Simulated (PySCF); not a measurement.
**How the method moves the HOMO and LUMO of CF3CH2CO2H**

Compound: CF3CH2CO2H, C3H3F3O2.
Geometry (PBE0-D3(BJ)/def2-SVP, Å), atoms numbered from 1 in this order:
```xyz
11
C3H3F3O2 angstrom
O     -0.352   -1.669    1.504
C     -0.150   -1.128    0.453
O      0.582   -1.667   -0.524
C     -0.709    0.221    0.069
C      0.338    1.255   -0.285
F     -0.230    2.458   -0.404
F      1.272    1.340    0.666
F      0.953    0.986   -1.433
H      0.911   -2.517   -0.192
H     -1.372    0.111   -0.802
H     -1.292    0.598    0.918
```

Basis pcSseg-1 throughout (PySCF), one geometry. The structure is a single PBE0-D3(BJ)/def2-SVP conformer in the gas phase; no vibrational or solvent corrections.

Task: How do the orbital energies, the gap and the dipole change with the method?

Result: 
```json
{"method": "BLYP", "kind": "GGA", "HOMO (eV)": "-6.81", "LUMO (eV)": "-1.36", "gap (eV)": "5.45", "μ (D)": "1.62", "SCF cycles": "15"}
{"method": "PBE", "kind": "GGA", "HOMO (eV)": "-6.91", "LUMO (eV)": "-1.47", "gap (eV)": "5.44", "μ (D)": "1.62", "SCF cycles": "15"}
{"method": "B97-D", "kind": "GGA", "HOMO (eV)": "-6.98", "LUMO (eV)": "-1.42", "gap (eV)": "5.55", "μ (D)": "1.64", "SCF cycles": "16"}
{"method": "BP86", "kind": "GGA", "HOMO (eV)": "-7.06", "LUMO (eV)": "-1.59", "gap (eV)": "5.47", "μ (D)": "1.63", "SCF cycles": "15"}
{"method": "KT3", "kind": "GGA", "HOMO (eV)": "-7.07", "LUMO (eV)": "-1.41", "gap (eV)": "5.65", "μ (D)": "1.59", "SCF cycles": "16"}
{"method": "B97-2", "kind": "global hybrid", "HOMO (eV)": "-8.41", "LUMO (eV)": "-0.49", "gap (eV)": "7.92", "μ (D)": "1.70", "SCF cycles": "14"}
{"method": "PBE0", "kind": "global hybrid", "HOMO (eV)": "-8.70", "LUMO (eV)": "-0.40", "gap (eV)": "8.30", "μ (D)": "1.71", "SCF cycles": "14"}
{"method": "LC-wPBE", "kind": "range-separated hybrid", "HOMO (eV)": "-11.53", "LUMO (eV)": "2.08", "gap (eV)": "13.62", "μ (D)": "1.72", "SCF cycles": "14"}
```

The HOMO spans 4.73 eV, from BLYP down to LC-wPBE, and the gap runs from 5.44 eV (PBE) to 13.62 eV (LC-wPBE). Over the methods BLYP (0 %), PBE (0 %), B97-D (0 %), BP86 (0 %), KT3 (0 %), B97-2 (21 %), PBE0 (25 %), a straight line through the gap against the share of exact exchange rises by 1.13 eV for each 10 % (correlation coefficient 0.998). The dipole ranges from 1.59 D (KT3) to 1.72 D (LC-wPBE). This basis has no diffuse functions.

The vertical ΔSCF ionisation energy at CAM-B3LYP/def2-SVPD is 11.47 eV; −ε(HOMO) comes closest to it with LC-wPBE (11.53 eV).
